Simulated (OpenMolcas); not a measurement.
## Tm3+: moving or changing the point charges

Tm3+ among 3 point charges of -2 e arranged as a planar triangle (D3h), 2.48 Å from the ion.

```yaml
Program: OpenMolcas
Method: CASSCF
Basis: ANO-RCC-VDZP [7s6p4d2f1g]
Scalar_Hamiltonian: DKH2, point nucleus
Active_space: 12 electrons in 7 orbitals (4f)
State_averaging: 2S+1 = 3 even, 21 roots; 2S+1 = 1 even, 27 roots kept (CI in the orbitals of an earlier block)
Spin-orbit_coupling: RASSI with atomic mean-field integrals over the reference wave functions
```

Runs around this geometry, states (labels of D3, the rotations of D3h). Energies in cm-1 above the lowest state or level, χT in cm3 K/mol.

```csv
R (Å),Ground state,First state of that spin,First gap with spin-orbit (degeneracies),Width of lowest J,χT at 300 K
2.48,3E,3E 659.4,"555.4 (2, 2)",2005,6.757
2.74,3E,3E 507.5,"428.9 (2, 2)",1521,6.845
2.93,3E,3E 423.3,"358.4 (2, 2)",1258,6.902
```

Taking the width of the lowest J multiplet as R^-n, n = -ln(1258 / 2005) / ln(2.93 / 2.48) = 2.8 between the shortest and longest distance.

This is an electrostatic model: the charges have no orbitals. No measured value stands beside these numbers.
